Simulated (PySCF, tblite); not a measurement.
Isomers of [C7H12PSi]- (charge -1), one GFN2-xTB conformer each. Single-point energies are computed at PBE0/pcSseg-1 (PySCF, gas phase, no added dispersion term), electronic only.

Problem. Rank them by PBE0/pcSseg-1 energy, lowest first (kcal/mol).
A. `[CH3:1][CH2:2][c:3]1[p-:4][cH:5][c:6]([SiH3:7])[c:8]1[CH3:9]` (charge -1) with C1–C2–C3–P4 -101°
B. `[CH3:1][CH2:2][c:3]1[p-:4][cH:5][c:6]([CH3:7])[c:8]1[SiH3:9]` (charge -1) with C1–C2–C3–P4 102°

Solution. A (0.0), B (0.8).

Neighbours under 5.0 kcal/mol apart (CCc1[p-]cc([SiH3])c1C and CCc1[p-]cc(C)c1[SiH3]) can change places with a better method, another conformer or zero-point energy. GFN2-xTB itself gives, in the same order: 0.6, 0.0. GFN2-xTB puts CCc1[p-]cc(C)c1[SiH3] lowest instead.

Problem. What happens when harmonic zero-point energies from GFN2-xTB frequencies are added?

Solution. 
```
               SMILES  ZPE (kcal/mol)  electronic (kcal/mol)  with ZPE (kcal/mol)
CCc1[p-]cc([SiH3])c1C           100.6                    0.0                  0.0
CCc1[p-]cc(C)c1[SiH3]           100.6                    0.8                  0.9
```

The zero-point energies span 0.0 kcal/mol. The order is unchanged.
